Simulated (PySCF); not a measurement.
C4H14Si3.
Numbering: `[CH2:1]=[C:2]([CH3:3])[C:4]([SiH3:5])([SiH3:6])[SiH3:7]` (hydrogens: H8, H9 on C1; H10, H11, H12 on C3; H13, H14, H15 on Si5; H16, H17, H18 on Si6; H19, H20, H21 on Si7)

The same species was optimised twice, with GFN2-xTB and with PBE0-D3(BJ)/def2-SVP (PySCF), and the same property calculations (PySCF, gas phase) were run on both structures.

| coordinate | GFN2-xTB | PBE0-D3(BJ)/def2-SVP | change |
| --- | --- | --- | --- |
| C2–C4 (Å) | 1.500 | 1.523 | +0.023 |
| C1=C2 (Å) | 1.327 | 1.342 | +0.015 |
| C4–Si6 (Å) | 1.916 | 1.902 | -0.014 |
| C4–Si7 (Å) | 1.915 | 1.902 | -0.013 |
| C4–Si5 (Å) | 1.914 | 1.904 | -0.010 |
| C2–C3 (Å) | 1.502 | 1.503 | +0.001 |
| C2–C4–Si5 (°) | 112.0 | 114.0 | +2.0 |
| Si5–C4–Si7 (°) | 109.5 | 107.9 | -1.6 |
| C1–C2–C4 (°) | 123.7 | 122.7 | -1.0 |
| C1–C2–C3 (°) | 119.3 | 120.2 | +0.9 |
| Si5–C4–Si6 (°) | 107.4 | 106.6 | -0.8 |
| C2–C4–Si7 (°) | 107.1 | 107.3 | +0.2 |
| C2–C4–Si6 (°) | 112.7 | 112.8 | +0.1 |
| Si6–C4–Si7 (°) | 108.1 | 108.0 | -0.1 |
| C1–C2–C4–Si5 (°) | -142 | -151 | -9 |

Rotational constants: A = 1362, B = 1269, C = 1150 MHz (GFN2-xTB) against A = 1370, B = 1270, C = 1137 MHz (PBE0-D3(BJ)/def2-SVP).

On the GFN2-xTB structure: HOMO (eV) -7.06 [PBE0/pcSseg-1]; LUMO (eV) -0.05 [PBE0/pcSseg-1]; dipole (D) 0.76 [PBE0/pcSseg-1]; GIAO shielding of C1 (ppm) 68.6 [PBE0/pcSseg-1]; GIAO shielding of C2 (ppm) 32.0 [PBE0/pcSseg-1]; GIAO shielding of C3 (ppm) 159.2 [PBE0/pcSseg-1]; GIAO shielding of C4 (ppm) 181.2 [PBE0/pcSseg-1]; GIAO shielding of Si5/Si6/Si7 (mean) (ppm) 412.2 [PBE0/pcSseg-1].

What do these properties become on the PBE0-D3(BJ)/def2-SVP structure?

```
                                    property          level  on GFN2-xTB  on PBE0-D3(BJ)/def2-SVP  change
                                   HOMO (eV)  PBE0/pcSseg-1        -7.06                    -7.10   -0.04
                                   LUMO (eV)  PBE0/pcSseg-1        -0.05                    -0.15   -0.10
                                  dipole (D)  PBE0/pcSseg-1         0.76                     0.87   +0.11
energy, GFN2-xTB geometry as zero (kcal/mol)  PBE0/pcSseg-1          0.0                     -2.1    -2.1
                  GIAO shielding of C1 (ppm)  PBE0/pcSseg-1         68.6                     63.1    -5.5
                  GIAO shielding of C2 (ppm)  PBE0/pcSseg-1         32.0                     30.2    -1.8
                  GIAO shielding of C3 (ppm)  PBE0/pcSseg-1        159.2                    157.7    -1.5
                  GIAO shielding of C4 (ppm)  PBE0/pcSseg-1        181.2                    183.3    +2.1
  GIAO shielding of Si5/Si6/Si7 (mean) (ppm)  PBE0/pcSseg-1        412.2                    410.2    -2.0
```

The heavy atoms differ by 0.086 Å rms after alignment. Among bonds between heavy atoms C2–C4 changes most (+0.023 Å). Changes are differences of the printed values. Neither structure is proved a minimum here.

Conformer computed: `[CH2:1]=[C:2]([CH3:3])[C:4]([SiH3:5])([SiH3:6])[SiH3:7]`: C1–C2–C4–Si5 -151°.
